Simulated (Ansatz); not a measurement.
`C[N](C)[Al]([Cl])[Cl]` + `C[SeH]` → `C[Se][Al]([Cl])[Cl]` + `CNC`  (ligand exchange at the Al–N bond)

Calculated with Ansatz (gas phase, PBE0-D4/def2-TZVP geometries, no zero-point term in ΔE). CCSD(T)/CBS adds triple-zeta CCSD(T) − MP2 to the extrapolated MP2 energy (def2 sets, frozen cores). Functionals use def2-TZVPP. For Se outer-core shells are correlated without core-valence functions, which leaves a few kJ/mol of doubt a bond. Scalar relativity is left out up to krypton. Each species was taken in one conformer, which may not be the lowest.

```tsv
level	ΔE (kJ/mol)
LDA (SPW92)	-19.3
BHLYP-D4	-22.6
PBE-QIDH	-26.4
PBE	-29.1
LC-ωPBE	-21.7
MP2/def2-SVP	-16.5
CCSD(T)/def2-SVP	-14.8
HF/CBS(def2)	-24.9
```

**Question.** What does CCSD(T)/CBS give? (Estimate.)

**Answer.** The calculation gave: -23.9 kJ/mol. The listed levels differ from it by 4.6, 1.3, -2.5, -5.2, 2.2, 7.4, 9.1, -1.0 kJ/mol.

Largest T1 diagnostic among the species: 0.010.

Leaving LDA and LC-ωPBE aside and taking each functional with its dispersion term where it has one, the values, not all of them listed here, spread over 13.9 kJ/mol, from HSE06-D4 to CAM-B3LYP-D4. LDA lies +9.8 kJ/mol from PBE without D4. At CCSD(T), def2-SVP lies +9.0 kJ/mol from the extrapolated value and def2-TZVPP +5.6 kJ/mol.

CCSD(T)/CBS has its own doubt, a few kJ/mol and more with outer-core shells, so smaller differences from it don't rank the levels.
